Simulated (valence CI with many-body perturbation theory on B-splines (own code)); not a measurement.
## Energy levels of Tb XXXIV

Method: valence CI with perturbative core correlation (CI+MBPT): four valence electrons over a frozen Dirac-Fock core [Ar] 3d10, radial functions for each j: 11 s, 11 p, 9 d, 7 f, 5 g, 2 h, 1 i, with the one-electron correlation potential Σ1 (screened to all orders), the two-electron term Σ2, the three-electron term Σ3, Breit, model QED; selected single and double excitations, second order for the rest (own B-spline code, finite nucleus).

No measured spectrum was set against this ion. As an estimate, large intervals hold to a few tenths of a per cent, small ones and those within an open d or f shell to about a per cent.

Levels 46 to 68 of 68, with energies above the lowest level, (4s^2 4p1/2^2) J=0. "Leading %" is the weight of the configuration and term that name the level; weights of strongly mixed levels are sums over their largest components and can fall short. In the jj column 3d3/2^4 stands for four electrons in 3d with j = 3/2. Lifetimes count E1, E2, E3, M1 and M2 decay at the calculated energies, and are blank where another channel may lead or the interval is too uncertain; long ones can be off by a factor of two.

| No. | Configuration | Term | J | E (cm⁻¹) | Leading % | Second component | Lifetime | Leading jj |
| --- | --- | --- | --- | --- | --- | --- | --- | --- |
| 46 | 4s4p²4d | ⁵P | 2 | 2389500 | 32 | 26 % 4s4p²4d ³D | 1.52 ps | 4s 4p1/2 4p3/2 4d3/2 (83 %) |
| 47 | 4s4p²4d | ⁵P | 1 | 2394300 | 48 | 21 % 4s4p²4d ³P | 1.58 ps | 4s 4p1/2 4p3/2 4d3/2 (88 %) |
| 48 | 4s4p²4d | ³D | 1 | 2407300 | 29 | 24 % 4s4p²4d ¹P | 2.58 ps | 4s 4p1/2 4p3/2 4d3/2 (71 %) |
| 49 | 4s4p²4d | ³P | 2 | 2422800 | 40 | 12 % 4p⁴ ³P | 3.55 ps | 4s 4p1/2 4p3/2 4d5/2 (74 %) |
| 50 | 4s4p²4d | ⁵D | 3 | 2425100 | 33 | 27 % 4s4p²4d ³F | 4.78 ps | 4s 4p1/2 4p3/2 4d5/2 (78 %) |
| 51 | 4s4p²4d | ³D | 1 | 2465700 | 66 | 9 % 4s4p²4d ³P | 1.49 ps | 4s 4p1/2 4p3/2 4d3/2 (79 %) |
| 52 | 4s4p²4d | ³F | 4 | 2468400 | 33 | 17 % 4s4p²4d ¹G | 5.24 ps | 4s 4p1/2 4p3/2 4d5/2 (68 %) |
| 53 | 4s4p²4d | ³D | 3 | 2473900 | 42 | 18 % 4s4p²4d ³F | 2.33 ps | 4s 4p1/2 4p3/2 4d5/2 (69 %) |
| 54 | 4s4p²4d | ³F | 2 | 2480000 | 33 | 12 % 4s²4p4f ³F | 1.67 ps | 4s 4p1/2 4p3/2 4d3/2 (64 %) |
| 55 | 4s4p²4d | ³D | 3 | 2487500 | 42 | 32 % 4s4p²4d ³F | 4.74 ps | 4s 4p1/2 4p3/2 4d5/2 (76 %) |
| 56 | 4s4p²4d | ¹G | 4 | 2488600 | 38 | 27 % 4s4p²4d ³F | 14.7 ps | 4s 4p1/2 4p3/2 4d5/2 (87 %) |
| 57 | 4s4p²4d | ³P | 0 | 2505000 | 87 | 6 % 4s²4d² ³P | 1.58 ps | 4s 4p1/2 4p3/2 4d3/2 (71 %) |
| 58 | 4s4p²4d | ³D | 1 | 2519000 | 70 | 10 % 4s4p²4d ¹P | 3.74 ps | 4s 4p1/2 4p3/2 4d5/2 (88 %) |
| 59 | 4s4p²4d | ¹F | 3 | 2544600 | 30 | 28 % 4s4p²4d ³F | 2.46 ps | 4s 4p1/2 4p3/2 4d5/2 (65 %) |
| 60 | 4s4p²4d | ³P | 1 | 2560000 | 41 | 30 % 4s4p²4d ³S | 2.46 ps | 4s 4p1/2 4p3/2 4d5/2 (90 %) |
| 61 | 4s4p²4d | ³D | 2 | 2561000 | 30 | 26 % 4s4p²4d ³F | 2.39 ps | 4s 4p1/2 4p3/2 4d5/2 (68 %) |
| 62 | 4s4p²4d | ³P | 0 | 2567500 | 47 | 36 % 4s4p²4d ¹S | 2.02 ps | 4s 4p1/2 4p3/2 4d5/2 (63 %) |
| 63 | 4s4p²4d | ³D | 2 | 2569000 | 48 | 9 % 4s4p²4d ³F | 2.20 ps | 4s 4p1/2 4p3/2 4d5/2 (72 %) |
| 64 | 4s4p²4d | ¹D | 2 | 2588800 | 22 | 17 % 4s4p²4d ³P | 1.44 ps | 4s 4p1/2 4p3/2 4d5/2 (45 %) |
| 65 | 4s4p²4d | ¹P | 1 | 2600100 | 36 | 27 % 4p⁴ ³P | 1.28 ps | 4s 4p1/2 4p3/2 4d5/2 (32 %) |
| 66 | 4s²4p4f | ³G | 3 | 2623400 | 51 | 18 % 4s4p²4d ³G | 2.32 ps | 4s^2 4p1/2 4f5/2 (67 %) |
| 67 | 4s²4p4f | ³G | 4 | 2640800 | 31 | 26 % 4s²4p4f ¹G | 4.04 ps | 4s^2 4p1/2 4f7/2 (78 %) |
| 68 | 4s²4p4f | ³F | 2 | 2663300 | 29 | 16 % 4s²4p4f ¹D | 1.69 ps | 4s^2 4p1/2 4f5/2 (56 %) |

Where two levels of one J and parity lie close, their mixing, g and order are uncertain.
